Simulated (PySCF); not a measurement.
**Energy of V(2+) (vanadium, charge +2) between two integer charges**

The 3d alpha orbital of [Ar] 3d3 is emptied in steps (occupation f), with all orbitals relaxed, ending at [Ar] 3d2. Calculation: PySCF 2.14, in aug-pcseg-2 (7s5p4d3f2g, 81 functions); the non-relativistic Hamiltonian (point nucleus). The exact energy is a straight line in f; departures are measured from the line between the end points of the same method.

| f | M06-2X (eV) |
| --- | --- |
| 1 | 0.000 |
| 0.9 | -0.262 |
| 0.7 | -0.619 |
| 0.5 | -0.750 |
| 0.3 | -0.643 |
| 0.1 | -0.283 |
| 0 | 0.000 |

```
method  E(f=0) − E(f=1) (eV)  −ε at f=1 (eV)  −ε at f=0.5 (eV)
M06-2X                29.568          26.680            29.498
```

Orbital energy along the path (eV):

| f | M06-2X |
| --- | --- |
| 1 | -26.680 |
| 0.9 | -27.224 |
| 0.7 | -28.339 |
| 0.5 | -29.498 |
| 0.3 | -30.718 |
| 0.1 | -32.041 |
| 0 | -32.765 |

Reference removal energy between the ground levels: 29.311 eV (measured; NIST Atomic Spectra Database, ionization energies). The calculation has no spin-orbit coupling. The determinant left behind need not be the lowest term of the ion.
